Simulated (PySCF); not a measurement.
**Steps of a relaxation of [La(NH3)6]3+**

[La(NH3)6]3+ (singlet). PySCF 2.14.0, RKS PBE0, La lcecp-1-SVP with ECP46, N def2-SVP, H def2-SVP; non-relativistic Hamiltonian with scalar-relativistic core potentials where named; density fitting; no spin-orbit coupling. Origin of the start: template. Columns: position (Å) and force (eV/Å). Energies are counted from the last step; some of the 7 steps are shown. Forces carry noise of the integration grid, about 0.01 to 0.03 eV/Å.

Run from Python with OMP_NUM_THREADS=4. Where DIIS fails, smearing, a level shift and second-order steps follow.
It took 3.2 min on 4 threads of Arm Neoverse V1, on a shared host, from the converged density of the start.

```xyz
25
step 0  E = 0.278 eV
La    0.0000    0.0000    0.0000     0.00    0.00    0.00
N     0.0000    0.0000    2.6200     0.00    0.00   -0.56
H     0.8133    0.4696    3.0180     0.15    0.09    0.39
H    -0.8133    0.4696    3.0180    -0.14    0.09    0.39
H     0.0000   -0.9392    3.0180     0.00   -0.16    0.38
N     0.0000    0.0000   -2.6200     0.00    0.00    0.56
H     0.8133   -0.4696   -3.0180     0.14   -0.09   -0.39
H    -0.8133   -0.4696   -3.0180    -0.15   -0.09   -0.39
H     0.0000    0.9392   -3.0180     0.00    0.16   -0.38
N     2.6200    0.0000    0.0000    -0.56   -0.01    0.00
H     3.0180   -0.4696    0.8133     0.38   -0.09    0.16
H     3.0180   -0.4696   -0.8133     0.39   -0.08   -0.15
H     3.0180    0.9392    0.0000     0.38    0.17   -0.01
N     0.0000    2.6200    0.0000     0.01   -0.56    0.00
H     0.4696    3.0180    0.8133     0.08    0.38    0.16
H     0.4696    3.0180   -0.8133     0.09    0.39   -0.14
H    -0.9392    3.0180    0.0000    -0.17    0.38    0.00
N    -2.6200    0.0000    0.0000     0.56    0.01    0.00
H    -3.0180    0.4696    0.8133    -0.39    0.08    0.15
H    -3.0180    0.4696   -0.8133    -0.38    0.09   -0.16
H    -3.0180   -0.9392    0.0000    -0.38   -0.17    0.01
N     0.0000   -2.6200    0.0000    -0.01    0.56    0.00
H    -0.4696   -3.0180    0.8133    -0.09   -0.39    0.14
H    -0.4696   -3.0180   -0.8133    -0.08   -0.38   -0.16
H     0.9392   -3.0180    0.0000     0.17   -0.38    0.00
```

```xyz
25
step 2  E = 0.040 eV
La    0.0000    0.0000    0.0000     0.00    0.00    0.00
N     0.0017    0.0027    2.6539     0.00    0.00    0.31
H     0.8067    0.4674    3.0986    -0.04   -0.02   -0.01
H    -0.8023    0.4674    3.1003     0.04   -0.02   -0.01
H     0.0023   -0.9259    3.1006     0.00    0.05   -0.01
N    -0.0017   -0.0027   -2.6539     0.00    0.00   -0.31
H     0.8023   -0.4674   -3.1003    -0.04    0.02    0.01
H    -0.8067   -0.4674   -3.0986     0.04    0.02    0.01
H    -0.0023    0.9259   -3.1006     0.00   -0.05    0.01
N     2.6537   -0.0007    0.0009     0.31    0.00    0.00
H     3.0989   -0.4647    0.8061    -0.01    0.02   -0.04
H     3.1008   -0.4643   -0.8034    -0.01    0.02    0.04
H     3.0981    0.9290    0.0003    -0.01   -0.05    0.00
N     0.0007    2.6537    0.0020     0.00    0.31    0.00
H     0.4602    3.0982    0.8102    -0.02   -0.01   -0.04
H     0.4688    3.1015   -0.7994    -0.02   -0.01    0.04
H    -0.9290    3.0980   -0.0016     0.05   -0.01    0.00
N    -2.6537    0.0007   -0.0009    -0.31    0.00    0.00
H    -3.1008    0.4643    0.8034     0.01   -0.02   -0.04
H    -3.0989    0.4647   -0.8061     0.01   -0.02    0.04
H    -3.0981   -0.9290   -0.0003     0.01    0.05    0.00
N    -0.0007   -2.6537   -0.0020     0.00   -0.31    0.00
H    -0.4688   -3.1015    0.7994     0.02    0.01   -0.04
H    -0.4602   -3.0982   -0.8102     0.02    0.01    0.04
H     0.9290   -3.0980    0.0016    -0.05    0.01    0.00
```

```xyz
25
step 4  E = 0.002 eV
La    0.0000    0.0000    0.0000     0.00    0.00    0.00
N     0.0038    0.0058    2.6943     0.00    0.00    0.11
H     0.8076    0.4703    3.1390     0.01    0.01   -0.02
H    -0.7981    0.4700    3.1423    -0.01    0.01   -0.02
H     0.0050   -0.9203    3.1433     0.00   -0.01   -0.02
N    -0.0038   -0.0058   -2.6943     0.00    0.00   -0.11
H     0.7981   -0.4700   -3.1423     0.01   -0.01    0.02
H    -0.8076   -0.4703   -3.1390    -0.01   -0.01    0.02
H    -0.0050    0.9203   -3.1433     0.00    0.01    0.02
N     2.6938   -0.0011    0.0016     0.11    0.00    0.00
H     3.1402   -0.4636    0.8056    -0.02    0.00    0.01
H     3.1434   -0.4636   -0.8005    -0.02    0.00   -0.01
H     3.1388    0.9271    0.0015    -0.02    0.01    0.00
N     0.0011    2.6938    0.0049     0.00    0.11    0.00
H     0.4542    3.1386    0.8150     0.00   -0.02    0.01
H     0.4728    3.1450   -0.7910     0.01   -0.02    0.00
H    -0.9271    3.1388   -0.0038    -0.01   -0.02    0.00
N    -2.6938    0.0011   -0.0016    -0.11    0.00    0.00
H    -3.1434    0.4636    0.8005     0.02    0.00    0.01
H    -3.1402    0.4636   -0.8056     0.02    0.00   -0.01
H    -3.1388   -0.9271   -0.0015     0.02   -0.01    0.00
N    -0.0011   -2.6938   -0.0049     0.00   -0.11    0.00
H    -0.4728   -3.1450    0.7910    -0.01    0.02    0.00
H    -0.4542   -3.1386   -0.8150     0.00    0.02   -0.01
H     0.9271   -3.1388    0.0038     0.01    0.02    0.00
```

Q: Where does the relaxation end?

A: It converges at step 6 in Ci:
```xyz
25
step 6  E = 0
La    0.0000    0.0000    0.0000
N     0.0052    0.0077    2.7023
H     0.8106    0.4733    3.1418
H    -0.7980    0.4730    3.1461
H     0.0067   -0.9198    3.1476
N    -0.0052   -0.0077   -2.7023
H     0.7980   -0.4730   -3.1461
H    -0.8106   -0.4733   -3.1418
H    -0.0067    0.9198   -3.1476
N     2.7018   -0.0012    0.0020
H     3.1437   -0.4644    0.8075
H     3.1474   -0.4644   -0.8014
H     3.1423    0.9287    0.0020
N     0.0011    2.7018    0.0066
H     0.4509    3.1415    0.8209
H     0.4778    3.1495   -0.7878
H    -0.9287    3.1423   -0.0064
N    -2.7018    0.0012   -0.0020
H    -3.1474    0.4644    0.8014
H    -3.1437    0.4644   -0.8075
H    -3.1423   -0.9287   -0.0020
N    -0.0011   -2.7018   -0.0066
H    -0.4778   -3.1495    0.7878
H    -0.4509   -3.1415   -0.8209
H     0.9287   -3.1423    0.0064
```

Q: How did the contacts change?

A: 
| contact | start (Å) | end (Å) |
| --- | --- | --- |
| La1–N2 (NH3) | 2.620 | 2.702 |
| La1–N6 (NH3) | 2.620 | 2.702 |
| La1–N10 (NH3) | 2.620 | 2.702 |
| La1–N14 (NH3) | 2.620 | 2.702 |
| La1–N18 (NH3) | 2.620 | 2.702 |
| La1–N22 (NH3) | 2.620 | 2.702 |


No frequency check is given that shows the relaxed geometry to be a minimum.
